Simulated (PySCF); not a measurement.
A side-by-side comparison of computed properties.

First species: C4H10Al2O2.
Geometry (PBE0-D3(BJ)/def2-SVP, Å), atoms numbered from 1 in this order:
```
atom  x, y, z in Å
C1    -1.076    2.483   -2.169
C2    -0.538    1.922   -1.227
Al3    0.319    1.050    0.260
O4     1.223   -0.463   -0.310
C5     2.305   -0.578   -1.208
Al6    0.146   -1.780    0.461
O7    -0.790   -0.250    0.979
C8    -2.038   -0.106    1.623
H9    -1.552    2.977   -2.999
H10    1.094    1.910    1.338
H11    3.264   -0.551   -0.667
H12    2.238   -1.526   -1.764
H13    2.280    0.246   -1.938
H14    0.857   -2.490    1.694
H15   -0.641   -2.620   -0.637
H16   -2.561    0.783    1.238
H17   -1.904   -0.002    2.712
H18   -2.670   -0.985    1.424
```

Second species: C₂H₉BGeO₃.
Bonds: C1–O2, O2–B3, B3–O4, O4–C5, B3–O6, O6–Ge7. Hydrogens: H8, H9, H10 on C1; H11, H12, H13 on C5; H14, H15, H16 on Ge7.

Levels: CAM-B3LYP/def2-SVPD for dipole moment, HOMO energy, LUMO energy, HOMO–LUMO gap, static isotropic polarisability and electronic spatial extent ⟨r²⟩ about the centre of nuclear charge; TDDFT CAM-B3LYP/def2-SVPD for lowest singlet excitation; TDA CAM-B3LYP/def2-SVPD for lowest triplet excitation (Tamm–Dancoff); ΔSCF CAM-B3LYP/def2-SVPD for vertical ionisation energy; PBE0-D3(BJ)/def2-SVP for rotational constant A and rotational constant C. Geometries: PBE0-D3(BJ)/def2-SVP. Each species is one conformer at its optimised geometry, gas phase, non-relativistic unless stated. Electronic properties by PySCF.

The conformers computed, where there is a choice (atom-mapped SMILES and torsion angles):
- `[CH3:1][O:2][B:3]([O:4][CH3:5])[O:6][GeH3:7]`: C1–O2–B3–O4 -1°, O2–B3–O4–C5 180°, O2–B3–O6–Ge7 0°

Values for the first species:

* Dipole moment: 0.62 D
* HOMO energy: -9.16 eV
* LUMO energy: 0.26 eV
* HOMO–LUMO gap: 9.42 eV
* Lowest singlet excitation: 5.67 eV
* Lowest triplet excitation (Tamm–Dancoff): 4.80 eV
* Static isotropic polarisability: 103.2 au
* Vertical ionisation energy: 10.01 eV
* Electronic spatial extent ⟨r²⟩ about the centre of nuclear charge: 1503 bohr²
* Rotational constant A: 1.607 GHz
* Rotational constant C: 0.827 GHz

(1) Estimate the same properties for the second species, and the change in each.

Results:

(1) 
| property | first | second | second less first |
| --- | --- | --- | --- |
| dipole moment | 0.62 D | 0.14 D | -0.48 D |
| HOMO energy | -9.16 eV | -9.62 eV | -0.46 eV |
| LUMO energy | 0.26 eV | 0.77 eV | +0.51 eV |
| HOMO–LUMO gap | 9.42 eV | 10.39 eV | +0.97 eV |
| lowest singlet excitation | 5.67 eV | 7.46 eV | +1.79 eV |
| lowest triplet excitation (Tamm–Dancoff) | 4.80 eV | 7.15 eV | +2.35 eV |
| static isotropic polarisability | 103.2 au | 79.6 au | -23.6 au |
| vertical ionisation energy | 10.01 eV | 10.42 eV | +0.41 eV |
| electronic spatial extent ⟨r²⟩ about the centre of nuclear charge | 1503 bohr² | 1471 bohr² | -32 bohr² |
| rotational constant A | 1.607 GHz | 2.618 GHz | +1.011 GHz |
| rotational constant C | 0.827 GHz | 0.734 GHz | -0.093 GHz |

On the first: No computed singlet falls in the visible range (750 to 380 nm, 1.65 to 3.26 eV); S1 lies 2.41 eV above its blue end. The ΔSCF ionisation energy exceeds −ε(HOMO) by 0.85 eV with CAM-B3LYP.

On the second: The ΔSCF ionisation energy exceeds −ε(HOMO) by 0.80 eV with CAM-B3LYP. The vertical singlet–triplet gap S1 − T1 is 0.31 eV (TDDFT singlet less Tamm–Dancoff triplet; S1: HOMO−1→LUMO, weight 0.71; T1: HOMO−1→LUMO, weight 0.56). Relativistic effects, spin–orbit coupling among them, are left out although an element past zinc is present.
